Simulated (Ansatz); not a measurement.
C₇H₁₆BN (`BN(CC=C)C(C)(C)C`). Total charge 0; spin multiplicity 1. The geometry is a stationary point of PBE0-D4/def2-TZVP. It is one conformer, not always the lowest.

```xyz
25

B    -1.322   -1.239   -0.996
N    -0.229   -0.656   -0.366
C     1.058   -0.712   -1.044
C     1.282    0.325   -2.102
C     0.390    1.183   -2.569
C    -0.228   -0.014    0.969
C     0.435    1.362    0.910
C     0.527   -0.909    1.954
C    -1.648    0.170    1.485
H    -2.415   -1.217   -0.521
H    -1.129   -1.776   -2.049
H     1.165   -1.697   -1.512
H     1.872   -0.651   -0.315
H     2.286    0.319   -2.523
H    -0.623    1.215   -2.185
H     0.646    1.882   -3.357
H     0.453    1.799    1.911
H    -0.118    2.033    0.251
H     1.464    1.315    0.551
H     1.573   -1.047    1.672
H     0.055   -1.893    2.009
H     0.515   -0.465    2.952
H    -1.607    0.688    2.445
H    -2.247    0.769    0.796
H    -2.154   -0.784    1.634
```

**Question.** What is the dipole moment at PBE/def2-TZVPP? (An estimate is asked.)

**Answer.** Computed: 2.16 D, with components (1.60, 0.71, 1.27) D in this frame, pointing from negative to positive charge.

**Question.** And with r2SCAN, B3LYP, ωB97M-V? (Best estimate.)

**Answer.** The calculation gave: r2SCAN 2.11 D, B3LYP 2.04 D, ωB97M-V 2.02 D.

**Question.** Give the Mulliken charges with PBE, B3LYP, r2SCAN in def2-TZVPP. (Estimate.)

**Answer.** Computed: 
```tsv
atom	PBE	B3LYP	r2SCAN
B1	-0.21	-0.18	-0.13
N2	-0.01	-0.11	-0.10
C3	0.02	0.00	0.11
C4	-0.15	-0.13	-0.13
C5	-0.19	-0.22	-0.19
C6	0.22	0.26	0.32
C7	-0.24	-0.27	-0.21
C8	-0.28	-0.30	-0.23
C9	-0.27	-0.29	-0.19
H10	0.01	0.02	-0.01
H11	0.00	0.01	-0.02
H12	0.09	0.09	0.05
H13	0.06	0.07	0.04
H14	0.08	0.09	0.06
H15	0.08	0.09	0.07
H16	0.09	0.10	0.08
H17	0.07	0.08	0.04
H18	0.08	0.09	0.06
H19	0.07	0.08	0.05
H20	0.07	0.08	0.05
H21	0.09	0.09	0.06
H22	0.07	0.08	0.04
H23	0.07	0.08	0.04
H24	0.09	0.09	0.06
H25	0.09	0.09	0.06
```

B3LYP here is the variant with VWN-RPA as its local correlation; programs differ in this.
